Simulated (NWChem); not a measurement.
Molecule: MnBrF, sextet; SMILES [F][Mn][Br]

```xyz
3

Mn    -0.1202     0.8591     0.0000
F     -0.3042     2.6197     0.0000
Br     0.1205    -1.4470     0.0000
```
Atoms are numbered in this order, from 1.

Level: PBE-D3(BJ)/def2-SVP, spin-unrestricted (NWChem), optimised geometry, unscaled harmonic frequencies. This build's default masses of Se (78.918 u) and Br (79.917 u) are each other's, which moves their modes by up to 0.6 %. This spin state was assumed; another may lie lower.

```csv
frequency (cm⁻¹),IR intensity (km/mol)
80,20.9
287,12.3
683,145.3
```

```json
{
  "zero_point_energy": "1.5 kcal/mol",
  "thermal correction to the enthalpy at 298.15 K (with zero-point energy)": "4.7 kcal/mol",
  "heat capacity Cv": "10.5 cal/(mol K)",
  "dipole_moment": "0.58 D"
}
```

Rigid rotor and harmonic oscillator; modes under 100 cm⁻¹ make the entropy uncertain.
